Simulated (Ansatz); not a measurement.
A calculation with Ansatz (development build ahead of 0.2.0).

```yaml
crystal:
  periodic: [false, false, false]
  atoms:
    - { symbol: H, position_ang: [1.976, 0.0, 0.3848] }
    - { symbol: H, position_ang: [0.988, 1.71127, 0.3848] }
    - { symbol: H, position_ang: [-0.988, 1.71127, 0.3848] }
    - { symbol: H, position_ang: [-1.976, 0.0, 0.3848] }
    - { symbol: H, position_ang: [-0.988, -1.71127, 0.3848] }
    - { symbol: H, position_ang: [0.988, -1.71127, 0.3848] }
    - { symbol: H, position_ang: [1.976, 0.0, -0.3848] }
    - { symbol: H, position_ang: [0.988, 1.71127, -0.3848] }
    - { symbol: H, position_ang: [-0.988, 1.71127, -0.3848] }
    - { symbol: H, position_ang: [-1.976, 0.0, -0.3848] }
    - { symbol: H, position_ang: [-0.988, -1.71127, -0.3848] }
    - { symbol: H, position_ang: [0.988, -1.71127, -0.3848] }
basis:
  gaussian: { orbitals: def2-SVP }
hamiltonian:
  xc: hf
correlation:
  method: mp2
  frozen_orbitals: { H: 0 }
output:
  forces: true
```

The input is written out in the form of the current development build from the run's settings.

Results

```yaml
Converged: yes
Reference_energy: -6.68135 hartree
Correlation_energy: -0.17112 hartree
Total_energy: -6.85247 hartree
```

Forces (eV/Å):
```json
{"atom": "H1", "Fx": "0.555", "Fy": "0.000", "Fz": "-1.140"}
{"atom": "H2", "Fx": "0.277", "Fy": "0.481", "Fz": "-1.140"}
{"atom": "H3", "Fx": "-0.277", "Fy": "0.481", "Fz": "-1.140"}
{"atom": "H4", "Fx": "-0.555", "Fy": "0.000", "Fz": "-1.140"}
{"atom": "H5", "Fx": "-0.277", "Fy": "-0.481", "Fz": "-1.140"}
{"atom": "H6", "Fx": "0.277", "Fy": "-0.481", "Fz": "-1.140"}
{"atom": "H7", "Fx": "0.555", "Fy": "0.000", "Fz": "1.140"}
{"atom": "H8", "Fx": "0.277", "Fy": "0.481", "Fz": "1.140"}
{"atom": "H9", "Fx": "-0.277", "Fy": "0.481", "Fz": "1.140"}
{"atom": "H10", "Fx": "-0.555", "Fy": "0.000", "Fz": "1.140"}
{"atom": "H11", "Fx": "-0.277", "Fy": "-0.481", "Fz": "1.140"}
{"atom": "H12", "Fx": "0.277", "Fy": "-0.481", "Fz": "1.140"}
```
